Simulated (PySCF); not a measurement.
# One molecule, several mistakes: Al2H3NO

Calculated results; nothing here was measured. They come from PySCF 2.14.0, an open-source quantum chemistry program, on an isolated molecule that a program drew, which may never have been made. The molecule is Al2H3NO (charge 0, singlet), drawn as the SMILES string `[O]=[Al][NH][AlH2]`.

Each row is a Hartree-Fock (HF) and frozen-core CCSD(T) single point in the cc-pV(D+d)Z basis, meant for a local HF minimum. Run 1 is clean. Each other run has one planted mistake out of seven kinds, and not every kind appears here: one electron removed, one electron added, multiplicity raised by two, geometry at a saddle point, minimal basis STO-3G, one bond length entered in bohr, all coordinates scaled. The reference is restricted for singlets and unrestricted otherwise, and also for a bond in bohr. Adding or removing an electron swaps singlet and doublet. Electrons count all cores. HOMO and LUMO are orbital energies over both spins, the gradient is its largest component, and the lowest frequency (negative if imaginary) is given only where the gradient is small. Bond lengths are over the 6 bonds as drawn. T1 is the CCSD diagnostic: over 0.02 (restricted) or 0.045 (unrestricted) a single reference is doubtful.

Geometry of the clean run:
```xyz
7
Al2H3NO, angstrom
O     2.3146   -3.7934    0.2155
Al    1.2026   -2.6772    0.2116
N    -0.0410   -1.4317    0.1857
Al   -0.7946   -0.4969    1.5227
H    -0.3885   -1.2049   -0.7355
H    -0.2664   -0.8354    2.9667
H    -1.9002    0.5689    1.1856
```

| run | electrons | basis functions | <S^2> | HOMO (eV) | LUMO (eV) | gradient (hartree/bohr) | lowest frequency (cm^-1) | mean bond (Å) | longest bond (Å) | T1 | HF (hartree) | CCSD(T) (hartree) | mistake |
|---|---|---|---|---|---|---|---|---|---|---|---|---|---|
| 1 | 44 | 89 | 0.000 | -10.57 | 1.18 | 1.0e-05 | 109 | 1.5483 | 1.797 | 0.0253 | -614.93806 | -615.46504 | no fault |
| 2 | 44 | 89 | 2.009 | -6.00 | 0.68 | 9.5e-02 | - | 1.5483 | 1.797 | 0.0190 | -614.86285 | -615.33736 | multiplicity raised by two |
| 3 | 44 | 89 | 1.012 | -7.37 | -0.13 | 2.0e-02 | - | 1.8148 | 3.396 | 0.0311 | -614.77992 | -615.27440 | ? |
| 4 | 45 | 89 | 0.832 | 0.15 | 5.21 | 3.6e-02 | - | 1.5483 | 1.797 | 0.0315 | -614.90940 | -615.45531 | ? |

**Which mistake was planted in run 3, and what did it cost?**

The mean bond changes by a factor of 1.172 and the longest by 1.890, so the molecule wasn't scaled as a whole. A length L in bohr read as angstrom grows by (1/0.5292 - 1) L = 0.890 L. The 6 bonds together grew by 6 x 0.2665 = 1.599 Å, which gives L = 1.797 Å. That is bond N3-Al4, 1.797 Å in the clean geometry. So the mistake is: one bond length entered in bohr. Subtracting run 1 and multiplying by 627.51 kcal/mol a hartree, the energy moved by 99.2 kcal/mol in HF and 119.6 kcal/mol in CCSD(T).

**Which mistake was planted in run 4, and what did it cost?**

It counts 45 electrons, one more than the clean run, at the same geometry and basis. So the mistake is: one electron added. Subtracting run 1 and multiplying by 627.51 kcal/mol a hartree, the energy moved by 18.0 kcal/mol in HF and 6.1 kcal/mol in CCSD(T).

Cautions from the logs. Run 1: T1 is over the limit, so its CCSD(T) energy is less reliable; run 4: the HOMO is above zero, so the electron isn't bound and the energy depends on the basis.
